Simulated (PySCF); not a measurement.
**Orbital picture of BSb⁺**

PBE0 at R = 2.191 Å; PySCF, scalar-relativistic core potentials, basis sets B cc-pVDZ, Sb cc-pVDZ-PP with ECP28. State: ⁴Σ⁻ (quartet), unpaired electrons σ ↑, π ↑↑. Only the outer orbitals are listed, counted within each symmetry, core potentials removing the inner ones.

| spin | orbital | occ. | ε (eV) | on B (%) | main shells (%) |
| --- | --- | --- | --- | --- | --- |
| α | 5σ | 1 | -23.36 | 25 | 72 Sb s, 19 B s |
| α | 6σ | 1 | -17.94 | 62 | 63 B s, 23 Sb s, 14 Sb p |
| α | 7σ | 1 | -13.77 | 62 | 49 B p, 35 Sb p, 13 B s |
| α | 3π | 1 | -13.53 | 26 | 73 Sb p, 25 B p |
| α | 3π | 1 | -13.53 | 26 | 73 Sb p, 25 B p |
| α | 4π | 0 | -8.79 | 71 | 71 B p, 27 Sb p |
| α | 4π | 0 | -8.79 | 71 | 71 B p, 27 Sb p |
| α | 8σ | 0 | -5.12 | 31 | 58 Sb p, 31 B p, 11 Sb d |
| β | 5σ | 1 | -21.45 | 28 | 69 Sb s, 20 B s |
| β | 6σ | 1 | -16.04 | 50 | 48 B s, 26 Sb s, 23 Sb p |
| β | 3π | 0 | -10.12 | 29 | 70 Sb p, 28 B p |
| β | 3π | 0 | -10.12 | 29 | 70 Sb p, 28 B p |
| β | 7σ | 0 | -9.28 | 69 | 36 B p, 33 B s, 30 Sb p |

Problem. Which are the highest filled and the lowest empty level, where do they sit, and how wide is the gap?

Solution. Highest filled α 3π at -13.53 eV (in %: 73 Sb p, 25 B p); lowest empty β 3π at -10.12 eV (in %: 70 Sb p, 28 B p); the gap at PBE0 is 3.41 eV. Both belong to one degenerate shell, split only by its one-sided filling, so this is no excitation gap.

| Quantity | Value |
| --- | --- |
| bond order (Mayer) | 1.61 |
| ⟨S²⟩ | 3.754 |
| charge on B (Mulliken, basis-dependent) | 0.21 |
| charge on B (Löwdin, basis-dependent) | 0.20 |
| dipole moment (positive dipole points towards Sb; it is taken about the centre of mass and depends on that origin) | -2.13 D |
| polarisability along the bond | 69.7 bohr³ |
| polarisability across the bond | 27.8 bohr³ |

Spin–orbit coupling is left out. The state is the lowest determinant that a PBE0 search found; another state may lie lower at other levels.
